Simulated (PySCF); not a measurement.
One of the candidates below gave these computed data.

All candidates are C4H6ClNO.

| technique | computed result |
| --- | --- |
| 1H NMR | chemical shifts (computed TMS as zero) by class: 6.78 (1 H), 6.48 (1 H), 6.33 (1 H), 3.23 (3 H) ppm [GIAO PBE0/pcSseg-1] |
| 13C NMR | chemical shifts (computed TMS as zero) by class: 163.9 (1 C), 136.2 (1 C), 133.1 (1 C), 25.4 (1 C) ppm [GIAO PBE0/pcSseg-1] |
| Dipole | 2.87 D [PBE0/pcSseg-1] |
| Rotational structure | rotational constants A, B, C: 3.727, 1.397, 1.024 GHz [GFN2-xTB] |
| NMR, other nuclei | isotropic shieldings of nuclei other than C and H, by class: 144 (1 N), -87 (1 O), 741 (1 Cl) ppm [GIAO PBE0/pcSseg-1] |

Electronic properties: PySCF, gas phase, density fitting. Levels stand in brackets. Geometry: GFN2-xTB, one conformer, isolated molecule. Each NMR value is the plain mean over a class of atoms that symmetry, rotation or inversion makes alike.

**Question.** Which candidate is it?
A. `C=N/C(=C/Cl)OC`
B. `CNC(=O)/C=C\Cl`
C. `C=C(CCl)C(N)=O`

**Answer.** B. It is `CNC(=O)/C=C\Cl`. Numbering: `[CH3:1][NH:2][C:3](=[O:4])/[CH:5]=[CH:6]\[Cl:7]`. Its formula, C4H6ClNO, gives 2 degrees of unsaturation: 0 rings and 2 π bonds in the structure found. 4 carbons fall into 4 classes; from least to most shielded: amide carbonyl carbon [C3] (163.9 ppm), alkene CH carbon [C5] (136.2 ppm), vinylic C–Cl carbon [C6] (133.1 ppm), N-methyl carbon [C1] (25.4 ppm). Hydrogen classes from least to most shielded: 1 H on an amide nitrogen, N2 (6.78 ppm), 1 H on a vinylic C–Cl carbon, C6 (6.48 ppm), 1 H on an alkene CH carbon, C5 (6.33 ppm), 3 H on an N-methyl carbon, C1 (3.23 ppm, a mean of values up to 2.0 ppm apart in this geometry). The other shieldings belong to: 144 ppm, amide nitrogen [N2]; -87 ppm, amide oxygen [O4]; 741 ppm, vinyl chlorine [Cl7]. By its constants the optimised geometry is an asymmetric top.

The others, at the same levels:
- `C=C(CCl)C(N)=O` fails: its computed 13C shifts are 170.3 (1 C), 154.8 (1 C), 124.9 (1 C), 50.0 (1 C) ppm, 1H shifts are 5.80 (1 H), 5.79 (1 H), 5.32 (1 H), 4.71 (1 H), 4.44 (2 H) ppm and rotational constant A is 3.179 GHz (against 3.727 GHz).
- `C=N/C(=C/Cl)OC` fails: its computed 13C shifts are 161.0 (1 C), 151.2 (1 C), 112.1 (1 C), 59.6 (1 C) ppm, 1H shifts are 7.57 (1 H), 7.06 (1 H), 6.13 (1 H), 4.48 (3 H) ppm and rotational constant A is 3.986 GHz (against 3.727 GHz).

Each candidate is one conformer, not necessarily the lowest. Dipoles, sizes and rotational constants follow the conformer. The torsions of the flexible species, by atom-mapped SMILES:
- `[CH3:1][NH:2][C:3](=[O:4])/[CH:5]=[CH:6]\[Cl:7]`: C1–N2–C3–O4 1°, N2–C3–C5–C6 -5°
- `[CH2:1]=[C:2]([CH2:3][Cl:4])[C:5]([NH2:6])=[O:7]`: C1–C2–C3–Cl4 100°, C1–C2–C5–N6 -41°, H–N6–C5–C2 -178°, H–N6–C5–C2 -10°
- `[CH2:1]=[N:2]/[C:3](=[CH:4]/[Cl:5])[O:6][CH3:7]`: C1–N2–C3–C4 180°, N2–C3–O6–C7 -179°
